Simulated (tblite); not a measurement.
Compound: C₃H₁₄OSi₃.
Numbering: `[CH3:1][CH2:2][O:3][C:4]([SiH3:5])([SiH3:6])[SiH3:7]` (hydrogens: H8, H9, H10 on C1; H11, H12 on C2; H13, H14, H15 on Si5; H16, H17, H18 on Si6; H19, H20, H21 on Si7)

Structure used (GFN2-xTB), in Å, numbered top down from 1:
```xyz
21
C3H14OSi3 angstrom
C      2.9177   -0.3538   -0.4031
C      1.4968   -0.7042    0.0120
O      0.6707    0.3886   -0.2905
C     -0.7403    0.2645    0.0295
Si    -1.2822    1.9944   -0.5951
Si    -1.0197    0.0719    1.9146
Si    -1.5668   -1.1423   -0.9741
H      3.5867   -1.1813   -0.1830
H      3.2501    0.5308    0.1338
H      2.9476   -0.1411   -1.4686
H      1.4598   -0.9248    1.0907
H      1.1547   -1.6029   -0.5258
H     -0.9507    2.1013   -2.0154
H     -0.5401    3.0115    0.1488
H     -2.7230    2.1769   -0.3985
H     -0.7381   -1.2981    2.3641
H     -2.4249    0.3574    2.1969
H     -0.1422    0.9907    2.6404
H     -1.0887   -1.1101   -2.3569
H     -1.2617   -2.4620   -0.4042
H     -3.0147   -0.9504   -0.9160
```

Computed with GFN2-xTB (tblite): harmonic, unscaled wavenumbers at the GFN2-xTB geometry, gas phase. This tight-binding method is rough: wavenumbers can miss measured ones by several per cent, in bad cases by 10 to 20. Modes of hydrogen on silicon can be 10 to 20 % off. One conformer, not necessarily the lowest.

Harmonic wavenumbers (cm⁻¹): 33.0, 79.4, 101.1, 143.2, 145.5, 147.5, 161.3, 164.4, 197.9, 202.7, 258.6, 294.0, 371.2, 459.1, 497.9, 510.6, 514.0, 532.6, 536.3, 620.8, 750.8, 762.1, 768.2, 777.9, 784.8, 788.4, 806.2, 807.3, 826.6, 844.3, 856.2, 858.9, 921.5, 1013.0, 1090.8, 1135.6, 1145.8, 1253.8, 1341.4, 1398.1, 1475.2, 1494.3, 1497.8, 2198.4, 2216.3, 2237.5, 2254.9, 2263.9, 2269.4, 2273.2, 2274.9, 2288.0, 2831.0, 2870.0, 3042.4, 3043.5, 3048.0.

A = 1447, B = 974.2, C = 969.6 MHz; mass 150.035 u (most abundant isotopes); point group Cs, symmetry number 1.

Zero-point energy?

Half the sum of the wavenumbers: 32241 cm⁻¹ = 92.18 kcal/mol.

Give the ideal-gas entropy at 298.15 K and 1 bar in the rigid-rotor, harmonic-oscillator model (classical rotation).

Translation 40.95, rotation 29.84, vibration 41.91: S = 112.7 cal/(mol K).

And Cp and H(298.15 K) − H(0)?

Cp = 50.44 cal/(mol K), of which vibrations give 42.49 (their classical limit is 57 R = 113.3); H(298.15 K) − H(0) = 8.98 kcal/mol without the zero-point energy, 6.61 from vibrations.

Blend soft modes into free rotors: weight 1/[1 + (100 cm⁻¹/ν̃)⁴] for the oscillator and the rest for a rotor with moment μB/(μ + B), μ = h/(8π²ν), B = 10⁻⁴⁴ kg m². What vibrational entropy results?

39.22 cal/(mol K) in place of 41.91, which changes −T·S at 298.15 K by +0.80 kcal/mol.

How do the functions run with temperature in this model?

| T (K) | S (cal/(mol K)) | Cp (cal/(mol K)) | H − H(0) (kcal/mol) | G − H(0) (kcal/mol) | ln q(vib) |
| --- | --- | --- | --- | --- | --- |
| 150 | 85.3 | 31.1 | 2.91 | -9.89 | 4.29 |
| 250 | 104.4 | 44.5 | 6.70 | -19.39 | 8.12 |
| 400 | 129.1 | 61.3 | 14.69 | -36.95 | 13.68 |
| 600 | 157.1 | 76.9 | 28.62 | -65.66 | 20.64 |
| 900 | 191.4 | 92.0 | 54.14 | -118.13 | 30.01 |

q(vib) and H(0) count from the zero-point level.

What must be added to the electronic energy to get the Gibbs energy at 298.15 K and 1 bar?

ZPE + [H(298.15 K) − H(0)] − T·S = 92.18 + 8.98 − 33.60 = 67.56 kcal/mol.

Which modes carry the vibrational entropy at 298.15 K?

33.0 cm⁻¹: 5.64; 79.4 cm⁻¹: 3.91; 101.1 cm⁻¹: 3.43; 143.2 cm⁻¹: 2.76; 145.5 cm⁻¹: 2.73; 147.5 cm⁻¹: 2.70 cal/(mol K); the other 51 give 20.74 together.

Hindered rotation and anharmonicity are outside this model. Other conformers, if any are populated, would add a mixing term that is left out.

Hardware: Arm Neoverse N1, one thread, on a shared host. Cost: 1.7 s of wall time. This covers the Hessian and the dipole derivatives.
